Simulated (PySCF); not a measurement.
CI2, SMILES I[C]I (connectivity only; charge and spin as stated), neutral, multiplicity 1. Atoms are numbered in the order given.

```xyz
3

C      0.0000     0.0000    -1.1083
I      0.0000     1.7512     0.0627
I      0.0000    -1.7512     0.0627
```
Charge 0, spin multiplicity 1.

Geometry: B3LYP-D3(BJ)/def2-TZVP. The def2 effective core potentials stand for the cores of I; spin–orbit coupling is left out.

Computed with PySCF with PBE/def2-TZVPD.

Isolated molecule, no solvent.

```yaml
total_energy: -633.35726 hartree
point_group: C2v
highest_occupied_level: -5.81 eV
lowest_empty_level: -4.53 eV
orbital_gap: 1.29 eV
dipole_moment: 0.246 e·Å
quadrupole, principal values (traceless, Buckingham form, about the centre of nuclear charge): -5.67, 0.50, 5.17 D·Å
mean_static_polarisability: 94.1 bohr³ (13.95 Å³)
polarisability_principal_values: 62.1, 75.4, 144.9 bohr³
```
